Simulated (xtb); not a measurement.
1-fluorobuta-1,2-diene (C4H5F), SMILES FC=C=CC. All values are semi-empirical tight-binding results from xtb (GFN2-xTB unless named), good for trends rather than for accurate numbers. Geometry: GFN2-xTB.

Computed properties:
- orbital gap: 5.00 eV
- dipole moment: 2.84 D
- zero-point energy: 46.9 kcal/mol
- G − E(el) at 298.15 K (modified RRHO): 28.6 kcal/mol
- static polarisability (D4 model): 48.7 bohr³
- solvation energy, GFN2-xTB/ALPB(water): -2.5 kcal/mol
- solvation energy, GFN2-xTB/ALPB(benzene): -4.2 kcal/mol

Task: Give the IR lines (harmonic; lines under 4 % of the strongest left out, lines within 3 cm⁻¹ merged). (The exact figures need the calculation; the answer reports its results.)

Result: ν (cm⁻¹): 570 (w), 702 (w), 846 (w), 905 (w), 1016 (vs), 1029 (m), 1087 (m), 1171 (w), 1234 (m), 1425 (m), 1471 (w), 1482 (w), 2084 (w), 3008 (m), 3019 (m), 3050 (w), 3057 (m) (against the strongest line: vs over 80 %, s over 45 %, m over 15 %, w over 4 %, vw less)
